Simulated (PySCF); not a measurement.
Spectrum to structure. The calculation used PySCF, TDDFT PBE0/def2-SVPD, vertical, gas phase, core orbitals frozen in the response. Geometries: GFN2-xTB, one conformer each.

| state | E (eV) | λ (nm) | f |
| --- | --- | --- | --- |
| S1 | 4.43 | 279.8 | 0.0002 |
| S2 | 5.35 | 231.8 | 0.012 |
| S3 | 5.79 | 214.2 | 0.0079 |
| S4 | 6.54 | 189.5 | 0.0000 |
| S5 | 6.60 | 187.9 | 0.0000 |
| S6 | 6.67 | 186.0 | 0.0048 |

Orbital energies (eV): HOMO-3 -11.85, HOMO-2 -11.04, HOMO-1 -8.54, HOMO -6.23, LUMO -0.44, LUMO+1 0.46, LUMO+2 0.93.

Question: Which candidate is it?
A. `C#Cc1ccc[n+]([O-])c1`
B. `N#Cc1ccc(O)cc1`
C. `O1C(=COC=C1F)F`
D. `N#C[C@@H]1CO[C@@H](F)CO1`
E. `C[C@@]1(C#N)CO[C@H](F)O1`

Answer: C. Its S1 lies at 4.43 eV; the nearest of the others has S1 at 3.96 eV. S1 is HOMO→LUMO (99%). Löwdin shares by element: HOMO oxygen 43%, carbon 25% or more (atoms not listed hold the other 33%); LUMO carbon 72% (atoms not listed hold the other 28%). At the same level the other candidates give, for their lowest levels:
- `C[C@@]1(C#N)CO[C@H](F)O1`: 7.47 eV (f 0.006); 7.65 eV (f 0.001); 8.08 eV (f 0.011); 8.26 eV (f 0.005); 8.27 eV (f 0.006); T1 6.29 eV; HOMO -9.09, LUMO -0.12 eV
- `N#Cc1ccc(O)cc1`: 5.05 eV (f 0.013); 5.42 eV (f 0.318); 6.17 eV (f 0.000); 6.48 eV (f 0.289); 6.64 eV (f 0.000); T1 3.65 eV; HOMO -7.21, LUMO -1.31 eV
- `C#Cc1ccc[n+]([O-])c1`: 3.96 eV (f 0.030); 4.23 eV (f 0.000); 4.75 eV (f 0.000); 4.82 eV (f 0.136); 5.40 eV (f 0.000); T1 2.63 eV; HOMO -6.63, LUMO -1.77 eV
- `N#C[C@@H]1CO[C@@H](F)CO1`: 6.71 eV (f 0.001); 7.34 eV (f 0.013); 7.49 eV (f 0.002); 7.66 eV (f 0.015); 7.97 eV (f 0.010); T1 6.31 eV; HOMO -8.28, LUMO -0.14 eV
Triplets come from the Tamm–Dancoff approximation.
